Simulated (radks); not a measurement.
Values are calculated unless marked as measured or tabulated.
Problem. Numerical settings for the phosphorus ion P+, [Ne] 3s2 3p2. Level of theory: Dirac Kohn-Sham, PBE, spin-unpolarised, spherical densities, point nucleus; open shells fill j = l - 1/2 first (a radial shooting solver on a logarithmic mesh with Libxc functionals). The defaults (mesh step 0.008 in ln r, mesh end at 40 bohr or more with all orbitals vanishing there, Anderson mixing 0.5 over 9 steps, residual threshold near 1e-9 with the energy settled to 1e-9 hartree or 1e-11 of itself, here a cap of 63 iterations) give E = -341.5484 hartree and 3p1/2 at -14.241 eV in 13 iterations. Run on one thread of a shared host, so times are rough (Arm Neoverse N1): 0.09 s of CPU time, 0.09 s wall, 13 iterations on 2476 mesh points. One setting is changed at a time: mesh step in ln r 0.02; mesh step in ln r 0.003; mesh step in ln r 0.12; mesh end (bohr) 400; mesh end (bohr) 5; residual threshold 1e-16; residual threshold 1e-05; mixing 0.05; linear mixing, mixing 0.2; linear mixing, mixing 0.5; mixing history 2; iteration cap 8. Which runs fail to converge, and which converge to a wrong energy?

Solution. Not converged within the cap: mesh step in ln r 0.12; residual threshold 1e-16; linear mixing, mixing 0.2; iteration cap 8. Settings that end as converged yet miss the energy by more than 1 mhartree: mesh end (bohr) 5 (+0.0235 hartree).
